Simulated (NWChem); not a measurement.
System: CH$_{3}$Cl$_{3}$Sn; SMILES [CH3][Sn]([Cl])([Cl])[Cl]

Excerpt of the output:

```
             Northwest Computational Chemistry Package (NWChem) 7.3.0
             --------------------------------------------------------

 C3  symmetry detected

                             Geometry "geometry" -> ""
                             -------------------------

 Output coordinates in angstroms (scale by  1.889725989 to convert to a.u.)

  No.       Tag          Charge          X              Y              Z
 ---- ---------------- ---------- -------------- -------------- --------------
    1 C                    6.0000     0.00000000     0.00000000    -2.34719863
    2 Sn                  50.0000    -0.00000000     0.00000000    -0.22194063
    3 Cl                  17.0000     2.14126241     0.33127796     0.65230137
    4 Cl                  17.0000    -1.35752634     1.68874866     0.65230137
    5 Cl                  17.0000    -0.78373607    -2.02002662     0.65230137
    6 H                    1.0000     0.50493041    -0.91041070    -2.69571563
    7 H                    1.0000    -1.04090400     0.01792279    -2.69571563
    8 H                    1.0000     0.53597359     0.89248791    -2.69571563

 Effective nuclear repulsion energy (a.u.)     877.2710452205

      Symmetry information
      --------------------

 Group name             C3
 Group number              5
 Group order               3
 No. of unique centers     4

                                 NWChem DFT Module
                                 -----------------

 Summary of "ao basis" -> "ao basis" (spherical)
 ------------------------------------------------------------------------------
       Tag                 Description            Shells   Functions and Types
 ---------------- ------------------------------  ------  ---------------------
 C                         def2-tzvpp               11       31   5s3p2d1f
 Sn                        def2-tzvpp               16       50   6s5p3d2f
 Cl                        def2-tzvpp               14       42   5s5p3d1f
 H                         def2-tzvpp                6       14   3s2p1d

      Symmetry analysis of basis
      --------------------------

        a          89
        e+         80
        e-         80

  Rotation of axis

            General Information
            -------------------
          SCF calculation type: DFT
          Wavefunction type:  closed shell.
          No. of atoms     :     8
          No. of electrons :    82
           Alpha electrons :    41
            Beta electrons :    41
          Charge           :     0
          Spin multiplicity:     1
          Use of symmetry is: on ; symmetry adaption is: on
          Maximum number of iterations: 150
          AO basis - number of functions:   249
                     number of shells:    87
          Convergence on energy requested:  1.00D-06
          Convergence on density requested:  1.00D-05
          Convergence on gradient requested:  5.00D-04

              XC Information
              --------------
                         B3LYP Method XC Potential
                     Hartree-Fock (Exact) Exchange  0.200
                        Slater Exchange Functional  0.800 local
                    Becke 1988 Exchange Functional  0.720 non-local
              Lee-Yang-Parr Correlation Functional  0.810
                  VWN I RPA Correlation Functional  0.190 local

             Grid Information
             ----------------
          Grid used for XC integration:  medium
          Radial quadrature: Mura-Knowles
          Angular quadrature: Lebedev.
          Tag              B.-S. Rad. Rad. Pts. Rad. Cut. Ang. Pts.
          ---              ---------- --------- --------- ---------
          C                   0.70       49          10.0       434
          Sn                  1.45      123          10.0       590
          Cl                  1.00       88          12.0       590
          H                   0.35       45          12.0       434
          Grid pruning is: on
          Number of quadrature shells:   305
          Spatial weights used:  Erf1

      Superposition of Atomic Density Guess
      -------------------------------------

 Sum of atomic energies:       -1666.71592531

      Non-variational initial energy
      ------------------------------

 Total energy =   -1632.074083
 1-e energy   =   -3321.686370
 2-e energy   =    1194.157277
 HOMO         =      -0.370091
 LUMO         =      -0.051950

      Symmetry analysis of molecular orbitals - initial
      -------------------------------------------------

  Numbering of irreducible representations:

     1 a           2 e+          3 e-

  Orbital symmetries:

[...]

                         DFT ENERGY GRADIENTS

    atom               coordinates                        gradient
                 x          y          z           x          y          z
   1 C       0.000000   0.000000  -4.435562    0.000000  -0.000000   0.009954
   2 Sn     -0.000000   0.000000  -0.419407    0.000000   0.000000  -0.003430
   3 Cl      4.046399   0.626025   1.232671    0.000172   0.000057   0.000117
   4 Cl     -2.565353   3.191272   1.232671   -0.000135   0.000121   0.000117
   5 Cl     -1.481046  -3.817297   1.232671   -0.000037  -0.000177   0.000117
   6 H       0.954180  -1.720427  -5.094164    0.003219  -0.005931  -0.002292
   7 H      -1.967023   0.033869  -5.094164   -0.006746   0.000178  -0.002292
   8 H       1.012843   1.686558  -5.094164    0.003527   0.005753  -0.002292
```

Level: B3LYP/def2-TZVPP with def2 effective core potentials on Sn. The geometry was optimised at PBE0/def2-SVP. Not confirmed as a minimum by frequencies. def2 effective core potentials on Sn; no spin-orbit coupling.

### Question
Which NWChem input produces such a log?

### Answer
This is not unique; one that fits is the input that was run:
```
start job
memory heap 200 mb stack 900 mb global 1100 mb
geometry units angstroms noautoz
  C      0.000000     0.000000    -2.379227
  Sn     0.000000     0.000000    -0.253969
  Cl    -0.555779     2.094244     0.620273
  Cl    -1.535779    -1.528441     0.620273
  Cl     2.091559    -0.565803     0.620273
  H      0.851932     0.598343    -2.727744
  H      0.092214    -1.036966    -2.727744
  H     -0.944146     0.438624    -2.727744
end
basis spherical
  C library def2-tzvpp
  Sn library def2-tzvpp
  Cl library def2-tzvpp
  H library def2-tzvpp
end
ecp
  Sn library def2-ecp
end
dft
  xc b3lyp
  iterations 150
  semidirect filesize 400000000
  mulliken
end
task dft gradient
```
